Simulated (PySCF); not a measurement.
PySCF job for SrCl2, SMILES [Sr]([Cl])[Cl], C-PCM-M06-2X/def2-SVP. Geometry: B3LYP-D3(BJ)/def2-TZVP. The isomer is the one that the SMILES or the coordinates give; other isomers of the formula were not compared. The def2 effective core potentials stand for the cores of Sr; spin–orbit coupling is left out.

```python
import numpy as np
from pyscf import gto, scf, dft
from pyscf.solvent import pcm

mol = gto.M(
    atom='''
    Sr    0.00000000    0.00000000    0.38368758
    Cl    0.00000000   -2.49196871   -0.42882730
    Cl    0.00000000    2.49196871   -0.42882730
    ''',
    basis='def2-SVP',
    ecp={'Sr': 'def2-svp'},
    charge=0,
    spin=0,
    max_memory=1600,
    verbose=3,
)
mf = dft.RKS(mol, xc='m06-2x').density_fit(auxbasis='def2-universal-jkfit')
mf.grids.level = 4
mf.conv_tol = 1e-9
mf.max_cycle = 100
mf.kernel()
res = {}
for name, eps in {'water': 78.355, 'ethanol': 24.852, 'n-hexane': 1.8819}.items():
    s = mf.PCM()
    s.with_solvent.method, s.with_solvent.eps, s.with_solvent.lebedev_order = 'C-PCM', eps, 29
    s.kernel(mf.make_rdm1())
    res[name] = (s.e_tot, eps, s.dip_moment(), s.mo_energy, s.converged)
    print(f'{name}: electrostatic solvation free energy {(s.e_tot - mf.e_tot) * 627.509474:.3f} kcal/mol')
```

It prints:

```
converged SCF energy = -950.903358085562

WARN: PCM is an experimental feature. It is still in testing.
Features and APIs may be changed in the future.

converged SCF energy = -950.93386699607
Dipole moment(X, Y, Z, Debye):  0.00000, -0.00000,  5.84579
water: electrostatic solvation free energy -19.145 kcal/mol

WARN: PCM is an experimental feature. It is still in testing.
Features and APIs may be changed in the future.

converged SCF energy = -950.932918987419
Dipole moment(X, Y, Z, Debye):  0.00000, -0.00000,  5.82378
ethanol: electrostatic solvation free energy -18.550 kcal/mol

WARN: PCM is an experimental feature. It is still in testing.
Features and APIs may be changed in the future.

converged SCF energy = -950.916969490685
Dipole moment(X, Y, Z, Debye):  0.00000,  0.00000,  5.44553
n-hexane: electrostatic solvation free energy -8.541 kcal/mol
```

The calculation finished and met its thresholds.

Cost: about 14 core-seconds (a rough figure).
